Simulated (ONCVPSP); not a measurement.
**Plane-wave convergence, ONCV potential for xenon (Xe)**

ONCVPSP 4.0.1 input, shortened (lines: element, Z, core and valence counts, functional; n l f; lmax; l rc ep ncon nbas qcut; lloc lpopt rc5 dvloc0; l nproj debl; icmod fcfact rcfact), PBE, scalar-relativistic:

```
  Xe 54.00    9    2        4      upf
    1    0    2.00
    2    0    2.00
    2    1    6.00
    3    0    2.00
    3    1    6.00
    3    2   10.00
    4    0    2.00
    4    1    6.00
    4    2   10.00
    5    0    2.00
    5    1    6.00
    2
    0    1.50    0.00    3    7    3.90
    1    1.85    0.00    4    7    3.70
    2    1.90    0.09    4    8    6.00
    4    1    1.30    3.00
    0    2    3.40
    1    1    3.30
    2    3    0.50
    0    0.00    0.00
```

For each optimised wave give the share of its norm inside rc, the residual kinetic energy above qcut (Ha) and the cutoffs (Ha) for errors of 10, 1, 0.1 and 0.01 mHa per electron.

```
         wave  norm inside rc  residual KE  10 mHa  1 mHa  0.1 mHa     0.01 mHa
           5s           0.293      4.5e-03     6.7   14.8     46.9         65.3
s projector 2           0.086      3.0e-02     9.7   53.2    109.2  not reached
           5p           0.324      4.9e-03     5.2   16.2     36.6         43.0
d projector 1           0.031      1.2e-04     2.4   13.3     19.7         62.1
d projector 2           0.089      4.6e-04     2.8    5.4     73.4         88.6
d projector 3           0.085      1.4e-03     3.8   19.5     98.1        113.7
```

The occupied waves need 16 Ha and 47 Ha for 1 and 0.1 mHa. Note: ghosts flagged at negative energy: d at -59.6 eV; GHOST(+) flagged for s at 71.7 eV. A true bound ghost makes a file unfit for plane-wave use.
